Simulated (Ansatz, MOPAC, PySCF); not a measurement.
Species: MgI, net charge 0, doublet state. SMILES: [Mg][I]
Coordinates optimised at B3LYP-D3(BJ)/def2-TZVP (Ansatz, an electronic-structure program):
```xyz
2

Mg     0.0000     0.0000    -2.1254
I      0.0000     0.0000     0.4812
```
Charge 0, spin multiplicity 2.

Quantity: vertical ionisation energy to the singlet, in eV. Terms: UHF or UKS for open shells; LANL2DZ with its own core potentials from Na on; six Cartesian d functions in 6-31G* and its kin unless marked 5d; each state is the SCF solution reached for its charge and spin; frozen cores in correlated levels (noble-gas shells and the d and f shells of earlier blocks); def2 sets with scalar-relativistic core potentials past Kr; no spin-orbit coupling; STO-3G and 3-21G all-electron and non-relativistic. Ab initio and DFT rows: single points at B3LYP-D3(BJ) geometries (Ansatz). Semi-empirical rows: differences of heats of formation at the shared geometry for vertical values.

```
level                                    program  vertical ionisation energy to the singlet (eV)
---------------------------------------  -------  ----------------------------------------------
AM1                                        MOPAC                                            8.18
PM6                                        MOPAC                                            6.82
MNDO                                       MOPAC                                            8.03
HF/6-31G* with LANL2DZ past Ar            Ansatz                                            7.48
PBE/6-31G* with LANL2DZ past Ar           Ansatz                                            7.60
B3LYP/STO-3G                              Ansatz                                            3.98
B3LYP/3-21G                               Ansatz                                            7.67
B3LYP/6-31G* with LANL2DZ past Ar         Ansatz                                            7.70
M06-2X/6-31G* with LANL2DZ past Ar (5d)    PySCF                                            7.80
MP2/6-31G* with LANL2DZ past Ar           Ansatz                                            7.31
wB97M-V/def2-TZVPD                        Ansatz                                            7.48
```

No value to compare with is used here. The 10 habitual levels span 3.98 (B3LYP/STO-3G) to 8.18 eV (AM1); wB97M-V/def2-TZVPD gives 7.48.

The levels are drawn from those run, B3LYP/6-31G* more often than the rest, none by its result; left out are runs that failed, that the program found above a lower state of the same kind, or whose <S^2> lies over 0.5 above the pure value.
